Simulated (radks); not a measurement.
Valence configurations of Mg (all share [Ne]). Method: Dirac Kohn-Sham, LDA (Slater exchange, Perdew-Wang correlation), spin-unpolarised, spherical densities, finite nucleus; open shells fill j = l - 1/2 first; Fermi nuclear charge, rms radius 3.057 fm; computed with a radial shooting solver on a logarithmic mesh with Libxc functionals. Energies are relative to 3s2; eigenvalues in eV.

[
 {"valence": "3s2", "E (eV)": "0.000", "e(3p1/2)": "-", "e(3s1/2)": "-4.782"},
 {"valence": "3s1.5 3p0.5", "E (eV)": "1.728", "e(3p1/2)": "-1.788", "e(3s1/2)": "-5.304"},
 {"valence": "3s1 3p1", "E (eV)": "3.516", "e(3p1/2)": "-2.129", "e(3s1/2)": "-5.761"},
 {"valence": "3p2", "E (eV)": "7.253", "e(3p1/2)": "-2.698", "e(3s1/2)": "-"},
 {"valence": "3s0.5 3p1.5", "E (eV)": "5.359", "e(3p1/2)": "-2.428", "e(3s1/2)": "-6.167"}
]

NIST lists [Ne] 3s2 as the ground configuration; this level of theory agrees among the configurations tried. The energies are those of spherical spin-averaged densities, not of single terms.
